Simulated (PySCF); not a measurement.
PySCF job for GeF4, SMILES [F][Ge]([F])([F])[F], PBE-D3(BJ)/def2-SVP. Coordinates come from a PBE-D3(BJ)/def2-SVP optimisation. The isomer is the one that the SMILES or the coordinates give; other isomers of the formula were not compared.

```python
import numpy as np
from pyscf import gto, scf, dft, df
from pyscf.hessian import thermo

mol = gto.M(
    atom='''
    F     0.99302754    0.99302753   -0.99302753
    Ge   -0.00000000   -0.00000000    0.00000000
    F    -0.99302753    0.99302753    0.99302753
    F    -0.99302753   -0.99302753   -0.99302753
    F     0.99302753   -0.99302753    0.99302753
    ''',
    basis='def2-SVP',
    charge=0,
    spin=0,
    max_memory=1600,
    verbose=3,
)
mf = dft.RKS(mol, xc='pbe').density_fit(auxbasis='def2-universal-jkfit')
mf.disp = 'd3bj'
mf.grids.level = 3
mf.conv_tol = 1e-11
mf.max_cycle = 100
mf.kernel()

# [left out here: the lines that compute and print the analytic Hessian (its translational invariance restored by hand, since the grid's response is missing), thermochemistry and intensities]
```

Program output:

```
converged SCF energy = -2475.2513906725

WARN: DFTD3 does not support analytical Hessian, using finite difference


WARN: Mole.unit (angstrom) is changed to Bohr

Mode                                 0                   1                   2
Irrep
Freq [cm^-1]                      186.6069            186.6069            252.2836
Reduced mass [au]                  18.9984             18.9984             23.2114
Force const [Dyne/A]                0.3898              0.3898              0.8704
Char temp [K]                     268.4858            268.4858            362.9799
Normal mode                   x     y     z       x     y     z       x     y     z
       0   F                 0.02 -0.09 -0.07    0.09 -0.03  0.06    0.01 -0.09 -0.02
       1  Ge                -0.00  0.00  0.00   -0.00  0.00 -0.00   -0.04  0.01  0.04
       2   F                -0.02 -0.09  0.07   -0.09 -0.03 -0.06   -0.02  0.07  0.01
       3   F                -0.02  0.09 -0.07   -0.09  0.03  0.06    0.09 -0.01 -0.06
       4   F                 0.02  0.09  0.07    0.09  0.03 -0.06    0.06 -0.02 -0.09
Mode                                 3                   4                   5
Irrep
Freq [cm^-1]                      252.2838            252.2840            680.3564
Reduced mass [au]                  23.2114             23.2114             18.9984
Force const [Dyne/A]                0.8704              0.8704              5.1813
Char temp [K]                     362.9802            362.9805            978.8814
Normal mode                   x     y     z       x     y     z       x     y     z
       0   F                -0.02  0.03  0.08   -0.10  0.02 -0.05    0.07  0.07 -0.07
       1  Ge                -0.03 -0.05 -0.01    0.04 -0.02  0.04    0.00 -0.00 -0.00
       2   F                 0.08  0.07 -0.02   -0.05  0.03 -0.10   -0.07  0.07  0.07
       3   F                -0.03  0.01 -0.07   -0.02  0.10 -0.03   -0.07 -0.07 -0.07
       4   F                 0.07  0.08  0.03    0.03 -0.05  0.02    0.07 -0.07  0.07
Mode                                 6                   7                   8
Irrep
Freq [cm^-1]                      766.9295            766.9302            766.9303
Reduced mass [au]                  23.6317             23.6317             23.6316
Force const [Dyne/A]                8.1895              8.1895              8.1895
Char temp [K]                    1103.4409           1103.4418           1103.4419
Normal mode                   x     y     z       x     y     z       x     y     z
       0   F                -0.10 -0.10  0.10    0.00  0.00 -0.00    0.00  0.00 -0.00
       1  Ge                 0.04  0.03 -0.04    0.01 -0.05 -0.03    0.05 -0.01  0.04
       2   F                -0.04  0.04  0.04   -0.09  0.09  0.09   -0.02  0.02  0.02
       3   F                -0.03 -0.03 -0.03    0.07  0.07  0.07   -0.06 -0.06 -0.06
       4   F                 0.03 -0.03  0.03   -0.02  0.03 -0.02   -0.09  0.09 -0.09
temperature 298.1500 [K]
pressure 101325.00 [Pa]
Rotational constants [GHz] 3.37200 3.37200 3.37200
Symmetry number 12
Zero-point energy (ZPE) 0.00937 [Eh]   24590.507 [J/mol]
                           tot       elec      trans        rot        vib
Entropy [J/mol/K]       306.251      0.000    171.122     90.342     44.787
Cv [J/mol/K]             75.071      0.000     12.472     12.472     50.128
Cp [J/mol/K]             83.386      0.000     20.786     12.472     50.128
Internal energy [J/mol]                      3718.434   3718.434  32467.443
Internal energy [Eh]   -2475.23619  -2475.25139
Enthalpy [J/mol]                             6197.391   3718.434  32467.443
Enthalpy [Eh]          -2475.23525
Gibbs free energy [J/mol]                  -44822.617 -23217.066  19114.217
Gibbs free energy [Eh] -2475.27003
mode   freq/cm-1   IR/(km/mol)
   1      186.61         0.000
   2      186.61         0.000
   3      252.28        37.260
   4      252.28        37.260
   5      252.28        37.260
   6      680.36         0.000
   7      766.93        80.826
   8      766.93        80.825
   9      766.93        80.824
max |gradient| / (hartree/bohr): 0.0002407527129738461
APT charges: [-0.5226  2.0905 -0.5226 -0.5226 -0.5226]
```

The calculation finished and met its thresholds.

Cost: around 26 core-seconds (rough).
